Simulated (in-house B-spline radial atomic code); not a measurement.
Results of a calculation; reference values are marked as such.
## Weak and strong correlation along the adiabatic connection

Two-electron singlets in several external potentials (atomic units), by full CI in B-splines with partial waves to l = 8 (correlation energies up to 0.6 % small). The repulsion is scaled by λ at fixed density; W(λ) is the mean repulsion less the Hartree energy, W(0) = E_x, and the area under W from 0 to 1 is E_xc.

Relative drop (W(λ) − E_x)/E_x:

| system | λ = 0.12 | λ = 0.25 | λ = 0.4 | λ = 0.6 | λ = 0.8 | λ = 1 |
| --- | --- | --- | --- | --- | --- | --- |
| −Z/r, Z = 0.557, wall at 3.26 bohr | 0.0200 | 0.0396 | 0.0597 | 0.0831 | 0.1033 | 0.1208 |
| −Z exp(−kr)/r, Z = 8.46, k = 3.5 | 0.0026 | 0.0054 | 0.0085 | 0.0127 | 0.0168 | 0.0207 |
| −Z exp(−kr)/r, Z = 4.06, k = 1.69 | 0.0060 | 0.0123 | 0.0194 | 0.0284 | 0.0371 | 0.0453 |
| −V exp(−r²/w²), V = 1.27, w = 8.88 | 0.0399 | 0.0751 | 0.1077 | 0.1416 | 0.1678 | 0.1886 |
| ω²r²/2 − Z/r, ω = 0.943, Z = 1 | 0.0118 | 0.0238 | 0.0367 | 0.0526 | 0.0671 | 0.0804 |
| −V exp(−r²/w²), V = 10.2, w = 13.0 | 0.0273 | 0.0530 | 0.0785 | 0.1070 | 0.1305 | 0.1502 |
| −V exp(−r²/w²), V = 1.62, w = 7.27 | 0.0338 | 0.0646 | 0.0940 | 0.1257 | 0.1509 | 0.1714 |

Q: Order the systems by how far second-order (GL2) theory, half the initial slope (estimated from the first points of each curve), overshoots the correlation energy, least first.
A. −Z/r, Z = 0.557, wall at 3.26 bohr
B. −Z exp(−kr)/r, Z = 4.06, k = 1.69
C. −V exp(−r²/w²), V = 1.62, w = 7.27
D. ω²r²/2 − Z/r, ω = 0.943, Z = 1
E. −V exp(−r²/w²), V = 1.27, w = 8.88
F. −Z exp(−kr)/r, Z = 8.46, k = 3.5
G. −V exp(−r²/w²), V = 10.2, w = 13.0

A: F (GL2/E_c = 1.03), B (GL2/E_c = 1.08), D (GL2/E_c = 1.17), A (GL2/E_c = 1.29), G (GL2/E_c = 1.39), C (GL2/E_c = 1.49), E (GL2/E_c = 1.59).

Q: What else changes along this order?

A: The ratio follows the bend of the curve. With it the leading natural occupation goes from 1.999 to 1.875 and −T_c/E_c from 0.97 to 0.63 between the first and the last.
